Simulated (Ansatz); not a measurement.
Reactions of F$_{2}$H$_{3}$OScSi (`[F][Sc]([F])[O][SiH3]`).

Isolated molecules relaxed with PBE0-D4/def2-TZVP in Ansatz; ΔE leaves out vibrations. CCSD(T)/CBS adds triple-zeta CCSD(T) − MP2 to the extrapolated MP2 energy (def2 sets, frozen cores). This one scheme is used for every species. For Sc outer-core shells are correlated without core-valence functions, which leaves a few kJ/mol of doubt a bond. Scalar relativity is left out up to krypton. One conformer a species, not always the lowest.

(1) Order these by ΔE at CCSD(T)/CBS, lowest first. (Best estimate.)
A. `[F][Sc]([F])[O][SiH3]` + `O[Si](O)(O)F` → `O[Si](O)(F)O[SiH3]` + `[OH][Sc]([F])[F]`
B. `[F][Sc]([F])[O][SiH3]` + HCl → `[SiH3]Cl` + `[OH][Sc]([F])[F]`
C. `[F][Sc]([F])[O][SiH3]` + `NCS` → `[SiH3]NCS` + `[OH][Sc]([F])[F]`
D. `[F][Sc]([F])[O][SiH3]` + `OB(S)Cl` → `[SiH3]OB(S)Cl` + `[OH][Sc]([F])[F]`

Largest T1 diagnostic: 0.017, for `[OH][Sc]([F])[F]`.

## Answers

(1) A (+6.6 kJ/mol), B (+19.1 kJ/mol), D (+27.2 kJ/mol), C (+62.0 kJ/mol).
